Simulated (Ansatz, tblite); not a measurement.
Forces on the cluster B6N at its B3LYP-D4/def2-SVP geometry. Total charge 0; doublet.

The xTB rows come from tblite. The structure comes from a short search, and lower isomers may exist.

GFN1-xTB (tblite), largest force 1.90 eV/Å:

```xyz
7
positions Å, forces eV/Å
N    -0.060   -1.821   -0.340   -0.032   -0.973   -0.182
B    -0.845    1.179    0.043   -1.847    0.290   -0.318
B    -0.214   -1.049    0.757   -0.201    0.415    1.218
B    -0.221    0.455    1.341   -0.013   -0.295   -0.035
B     0.919    1.059    0.375    1.858    0.037    0.379
B     0.156   -0.716   -1.087    0.242    0.813   -0.988
B     0.266    0.893   -1.089   -0.006   -0.288   -0.074
```

GFN2-xTB (tblite), largest force 1.64 eV/Å:

```
N 0.005 0.156 0.029
B 1.079 -0.024 0.212
B -0.088 0.645 0.698
B 0.239 -0.633 -1.497
B -1.076 0.123 -0.194
B 0.137 0.847 -0.419
B -0.296 -1.114 1.171
```

PBE-D4/def2-TZVP (Ansatz), largest force 0.73 eV/Å:

```
N -0.023 -0.715 -0.134
B 0.096 -0.107 0.000
B 0.015 0.541 0.115
B -0.006 -0.088 -0.002
B -0.102 -0.093 -0.037
B 0.021 0.546 0.088
B 0.000 -0.083 -0.030
```
